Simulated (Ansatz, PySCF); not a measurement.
Stretching the Cd1–H2 bond in CdFH (SMILES [F][CdH]) (multiplicity 1 held, fragments rigid). Energies count from the point at 1.635 Å.
Geometry at that point (charge 0, multiplicity 1):
```xyz
3

Cd     0.0000     0.0000    -0.2748
H      0.0000     0.0000    -1.9099
F      0.0000     0.0000     1.6778
```

Active spaces are followed from a long bond inwards. Levels need not reach the same state.

Cores are frozen in the correlated methods. Rows in 3-21G carry no dispersion term and start afresh at each structure; the Pople sets are all-electron and without relativity.

The values were computed with Ansatz (Gaussian orbitals); PySCF for 3-21G rows. Each number belongs to the level named beside it. In def2 rows elements past Kr take small-core potentials, without spin–orbit coupling.

**Question.** What energy at R = 5.232 Å does FIC-MRCISD+Q on CASSCF(2,2)/def2-TZVPP give?

**Answer.** 73.5 kcal/mol

**Question.** Estimate the energy at R = 5.232 Å that R-HF/3-21G returns for this input.

**Answer.** 136.7 kcal/mol

**Question.** Estimate the energy at R = 5.232 Å that SC-NEVPT2 on CASSCF(2,2)/def2-TZVPP returns for this input.

**Answer.** 70.7 kcal/mol

Doubts at one or more of the structures used: a restricted determinant that unrestricted orbitals would lower (R-HF/3-21G).

Ansatz is a first-principles code.
